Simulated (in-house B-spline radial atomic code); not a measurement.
Successive ionisation energies of cerium; each step leads to the configuration of the next row (after the last: [Kr] 4d3/2(4) 4d5/2(5)). Dirac energy differences include first-order Breit, QED and recoil terms. NIST's values go from ground level to ground level; the uncertainty of those that are theory runs from under 0.1 % in few-electron ions to several per cent in heavy many-electron ones. Computed with a radial B-spline atomic code at the basis-set limit: Dirac-Hartree-Fock, jj configuration that fills j = l - 1/2 first, finite nuclei.

Some pairs differ by more than the removed electron.

A number in brackets counts the electrons of a j subshell.

```tsv
ion	configuration	ionisation energy (eV)	tabulated value (eV)	tabulated kind	computed minus tabulated (eV)	highest orbital	largest mean radius (bohr)
Ce	[Xe] 4f5/2(1) 5d3/2(1) 6s2	4.9	5.5386	measured	-0.7	6s1/2	4.6587
Ce+	[Xe] 4f5/2(1) 5d3/2(2)	?	?	semi-empirical	?	?	?
Ce2+	[Xe] 4f5/2(2)	17.5	20.1974	semi-empirical	-2.7	4f5/2	1.8341
Ce3+	[Xe] 4f5/2(1)	?	?	semi-empirical	?	?	?
Ce4+	[Kr] 4d10 5s2 5p6	64.6	65.55	semi-empirical	-1.0	5p3/2	1.6705
Ce5+	[Kr] 4d10 5s2 5p1/2(2) 5p3/2(3)	77.9	77.6	semi-empirical	0.3	5p3/2	1.6298
Ce6+	[Kr] 4d10 5s2 5p1/2(2) 5p3/2(2)	91.8	91	tabulated theory	0.8	5p3/2	1.5934
Ce7+	[Kr] 4d10 5s2 5p1/2(2) 5p3/2(1)	106.1	106	tabulated theory	0.1	5p3/2	1.5598
Ce8+	[Kr] 4d10 5s2 5p1/2(2)	123.8	125	tabulated theory	-1.2	5p1/2	1.4854
Ce9+	[Kr] 4d10 5s2 5p1/2(1)	140.0	140	tabulated theory	0.0	5p1/2	1.4554
Ce10+	[Kr] 4d10 5s2	172.4	172	tabulated theory	0.4	5s1/2	1.3485
Ce11+	[Kr] 4d10 5s1	?	?	semi-empirical	?	?	?
Ce12+	[Kr] 4d10	311.4	312	tabulated theory	-0.6	4d5/2	0.72079
```

Fill in the row of Ce+.

ionisation energy (eV): 11.0; tabulated value (eV): 10.956; computed minus tabulated (eV): 0.1; highest orbital: 5d3/2; largest mean radius (bohr): 2.8313.

Fill in the row of Ce3+.

ionisation energy (eV): 35.1; tabulated value (eV): 36.906; computed minus tabulated (eV): -1.8; highest orbital: 4f5/2; largest mean radius (bohr): 1.7486.

Fill in the row of Ce11+.

ionisation energy (eV): 190.3; tabulated value (eV): 192.24; computed minus tabulated (eV): -2.0; highest orbital: 5s1/2; largest mean radius (bohr): 1.3264.

Where is the largest jump?

From Ce to Ce+, by a factor of 2.26 (4.867 to 11.018 eV); the highest orbital goes from 6s1/2 to 5d3/2.

How far is this level of theory from the measured and semi-empirical values?

Over those 7 rows the differences run from -2.66 to +0.327 eV (mean absolute value 1.2 eV). The calculation leaves out correlation and, in open shells, the multiplet splittings that an average leaves out.
